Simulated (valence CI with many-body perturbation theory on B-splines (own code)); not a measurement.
# E1 transitions of Mn XII

Computed by valence CI with perturbative core correlation (CI+MBPT): four valence electrons over a frozen Dirac-Fock core [Ne], radial functions for each j: 11 s, 11 p, 9 d, 7 f, 5 g, 2 h, 1 i, with the one-electron correlation potential Σ1 (screened to all orders), the two-electron term Σ2, the three-electron term Σ3, Breit, model QED; selected single and double excitations, second order for the rest, scaled by the run's own slope (own B-spline code, finite nucleus).

No measured levels were compared; by estimate levels of excited configurations hold to 0.05 to 0.15 % of their energy, terms of the ground configuration to about 0.5 %.

Lines 151 to 200 of 227 in falling wavelength, among levels below 761930 cm⁻¹, chosen from the strongest by gf and those to the six lowest levels. Wavelengths and rates use the calculated energies, so an error of 200 cm⁻¹ moves a line at 229.6 Å by 0.046 % and its rate by three times that or more. Electric multipoles are in the length gauge, E1 and E2 with the static RPA response of the core. Weak lines are less certain than strong ones. Lines between different terms over intervals too small for the method are left out, as are lines whose strength nearly cancels. The highest levels of a list are the least certain.

Names give the largest LS component (configuration and term), which can be under half, so a name can repeat, a term be missing and a line seem to break the LS rules; names also repeat where a configuration has a term twice. Letters in brackets count levels of one name in rising energy.

```tsv
λ vac (Å)	Upper	Lower	A (s⁻¹)	log gf	Branch %
229.6	3s 3p2 3d 1P_1	3s 3p3 3P°_2	3.17e+09	-1.12	7.7
228.9	3s 3p2 3d 3F_3 [a]	3s 3p3 5S°_2	4.38e+07	-2.62	7.2
228.6	3s2 3p 3d 3P°_2	3s2 3p2 3P_2	1.56e+10	-0.22	33.2
228.2	3s 3p2 3d 3D_3 [b]	3s 3p3 3P°_2	1.62e+10	-0.05	62.7
227.8	3s 3p2 3d 3D_2 [a]	3s 3p3 3D°_3	7.87e+09	-0.51	21.6
227.7	3s 3p2 3d 3P_0 [b]	3s 3p3 3P°_1	3.69e+10	-0.54	86.1
227.4	3s 3p2 3d 3D_3 [a]	3s 3p3 3D°_3	2.95e+10	0.20	80.1
227.0	3s 3p2 3d 3P_1 [b]	3s 3p3 3P°_2	1.03e+10	-0.62	24.3
226.9	3s 3p2 3d 3D_1 [a]	3s 3p3 3D°_2	1.17e+10	-0.57	32.6
226.9	3s 3p2 3d 3D_1 [a]	3s 3p3 3D°_1	2.26e+10	-0.28	62.9
226.8	3s 3p2 3d 3P_1 [b]	3s 3p3 3P°_1	1.37e+10	-0.50	32.2
226.7	3s 3p2 3d 3D_2 [a]	3s 3p3 3D°_2	1.99e+10	-0.11	54.6
226.6	3s 3p2 3d 3D_2 [a]	3s 3p3 3D°_1	6.80e+09	-0.58	18.6
226.6	3s 3p2 3d 3P_1 [b]	3s 3p3 3P°_0	1.32e+10	-0.52	31.0
226.3	3s 3p2 3d 3D_3 [a]	3s 3p3 3D°_2	4.06e+09	-0.66	11.0
225.4	3s 3p2 3d 3P_2 [b]	3s 3p3 3P°_2	3.13e+10	0.08	72.9
225.2	3s 3p2 3d 3P_2 [b]	3s 3p3 3P°_1	7.53e+09	-0.54	17.5
224.7	3s2 3p 3d 3P°_1	3s2 3p2 3P_2	7.66e+09	-0.76	16.2
224.5	3s2 3p 3d 3P°_2	3s2 3p2 3P_1	1.53e+10	-0.24	32.7
224.5	3s 3p2 3d 1G_4	3s 3p3 3D°_3	1.19e+09	-1.09	67.7
223.5	3s2 3p 3d 1P°_1	3s2 3p2 1S_0	5.14e+10	0.06	99.1
223.4	3s2 3p 3d 1D°_2	3s2 3p2 3P_2	1.39e+08	-2.29	0.3
222.6	3s 3p2 3d 1F_3	3s 3p3 3D°_3	2.33e+09	-0.92	11.4
221.6	3s 3p2 3d 1F_3	3s 3p3 3D°_2	1.67e+09	-1.07	8.2
220.8	3s2 3p 3d 3P°_1	3s2 3p2 3P_1	2.88e+06	-4.20	0.0
220.0	3s 3p2 3d 3S_1	3s 3p3 3P°_2	2.22e+10	-0.32	51.0
219.8	3s2 3p 3d 3D°_1	3s2 3p2 3P_2	1.04e+10	-0.64	17.9
219.8	3s 3p2 3d 3S_1	3s 3p3 3P°_1	1.21e+10	-0.58	27.9
219.5	3s 3p2 3d 5P_3	3s 3p3 5S°_2	5.10e+10	0.41	99.6
219.5	3s2 3p 3d 1D°_2	3s2 3p2 3P_1	1.65e+10	-0.22	33.0
218.8	3s 3p2 3d 3D_1 [c]	3s 3p3 3P°_2	1.56e+09	-1.47	4.1
218.7	3s2 3p 3d 3D°_2	3s2 3p2 3P_2	3.09e+10	0.04	52.2
218.6	3s2 3p 3d 3D°_3	3s2 3p2 3P_2	5.94e+10	0.47	97.1
218.5	3s2 3p 3d 3P°_0	3s2 3p2 3P_1	4.18e+10	-0.52	100.0
218.4	3s 3p2 3d 3D_1 [c]	3s 3p3 3P°_0	7.98e+09	-0.77	20.9
218.1	3s 3p2 3d 5P_2	3s 3p3 5S°_2	5.18e+10	0.27	99.5
217.4	3s2 3p 3d 3P°_1	3s2 3p2 3P_0	3.91e+10	-0.08	82.4
217.3	3s 3p2 3d 5P_1	3s 3p3 5S°_2	5.29e+10	0.05	99.8
216.7	3s 3p2 3d 3F_2 [b]	3s 3p3 3D°_3	9.60e+08	-1.47	2.2
216.1	3s2 3p 3d 3D°_1	3s2 3p2 3P_1	3.69e+10	-0.11	63.4
215.7	3s 3p2 3d 3F_2 [b]	3s 3p3 3D°_2	1.28e+10	-0.35	29.5
215.6	3s 3p2 3d 3F_2 [b]	3s 3p3 3D°_1	2.31e+10	-0.09	53.3
215.0	3s2 3p 3d 3D°_2	3s2 3p2 3P_1	2.47e+10	-0.07	41.6
214.5	3s 3p2 3d 3F_3 [b]	3s 3p3 3D°_3	1.05e+10	-0.30	23.2
213.6	3s 3p2 3d 3F_3 [b]	3s 3p3 3D°_2	2.90e+10	0.14	64.2
212.8	3s2 3p 3d 3D°_1	3s2 3p2 3P_0	1.00e+10	-0.69	17.2
212.3	3s 3p2 3d 3D_1 [b]	3s 3p3 3D°_2	2.56e+09	-1.29	8.1
212.2	3s 3p2 3d 3D_1 [b]	3s 3p3 3D°_1	8.07e+09	-0.79	25.5
211.6	3s 3p2 3d 3P_2 [a]	3s 3p3 5S°_2	5.90e+08	-1.70	1.6
211.5	3s 3p2 3d 3F_4 [b]	3s 3p3 3D°_3	4.51e+10	0.43	92.8
```
